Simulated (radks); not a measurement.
Trend from Sc3+ to Zn3+: ionisation energy by Delta-SCF between NIST ground configurations, and size. Calculated with a radial shooting solver on a logarithmic mesh with Libxc functionals: scalar-relativistic Kohn-Sham, PBE, spin-polarised, spherical densities, point nucleus; open shells are filled with parallel spins first.

| species | configuration | configuration of the ion | IE (eV) | NIST (eV) | kind | -e(HOMO) (eV) | outermost | <r> outermost (bohr) |
|---|---|---|---|---|---|---|---|---|
| Sc3+ | [Ar] | [Ne] 3s2 3p5 | 73.510 | 73.489 | exp. | 64.602 (3p) | 3p | 1.13 |
| Ti3+ | [Ar] 3d1 | [Ar] | 43.550 | 43.267 | exp. | 35.177 (3d) | 3d | 1.26 |
| V3+ | [Ar] 3d2 | [Ar] 3d1 | 46.632 | 46.709 | exp. | 37.865 (3d) | 3d | 1.17 |
| Cr3+ | [Ar] 3d3 | [Ar] 3d2 | 49.560 | 49.16 | semi-emp. | 40.413 (3d) | 3d | 1.10 |
| Mn3+ | [Ar] 3d4 | [Ar] 3d3 | 52.363 | 51.2 | semi-emp. | 42.845 (3d) | 3d | 1.03 |
| Fe3+ | [Ar] 3d5 | [Ar] 3d4 | 55.059 | 54.91 | exp. | 45.181 (3d) | 3d | 0.977 |
| Co3+ | [Ar] 3d6 | [Ar] 3d5 | 51.988 | 51.3 | semi-emp. | 42.404 (3d) | 3d | 0.960 |
| Ni3+ | [Ar] 3d7 | [Ar] 3d6 | 55.065 | 54.9 | semi-emp. | 45.083 (3d) | 3d | 0.909 |
| Cu3+ | [Ar] 3d8 | [Ar] 3d7 | 58.002 | 57.38 | semi-emp. | 47.643 (3d) | 3d | 0.864 |
| Zn3+ | [Ar] 3d9 | [Ar] 3d8 | 60.825 | 59.57 | exp. | 50.106 (3d) | 3d | 0.824 |

Reference values: NIST Atomic Spectra Database (exp. = measured, semi-emp. = semi-empirical, theory = theoretical value adopted there). Open shells are spherical and high-spin; term and fine-structure splittings are not resolved.
